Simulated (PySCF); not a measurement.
C4H5Cl2F, SMILES ClC(Cl)CC(=C)F.

Geometry: r2SCAN-D4/def2-SVP. This is a generated structure with no PubChem entry under its InChIKey; it may be hypothetical. Other conformers were not sampled.

Two levels are set side by side: PBE/def2-TZVP (PySCF) and PBE0/def2-TZVP (PySCF). Same geometry, gas phase. Differences are taken from unrounded values.

```
quantity                      PBE0
---------------------------  -----
orbital gap (eV)              7.31
highest occupied level (eV)  -7.59
lowest empty level (eV)      -0.27
dipole moment (D)             2.50
mean polarisability (bohr³)   71.7
```

Task: What does PBE give, and how far is it from PBE0? (An estimate is asked for; the answer gives what the named calculation found.)

Result: 
```csv
quantity,PBE,PBE minus PBE0
orbital gap (eV),5.03,-2.28
highest occupied level (eV),-6.35,1.24
lowest empty level (eV),-1.32,-1.04
dipole moment (D),2.35,-0.15
mean polarisability (bohr³),73.9,2.2
```

Without exact exchange PBE keeps part of each electron's self-repulsion, which lifts occupied levels and narrows the gap. Loosely held outer electrons make PBE densities more polarisable. Differences between two approximate levels are no errors against the true value.

Rough cost on one machine, each run with all the roots and properties that it gave: PBE0 against PBE within a factor of 2.
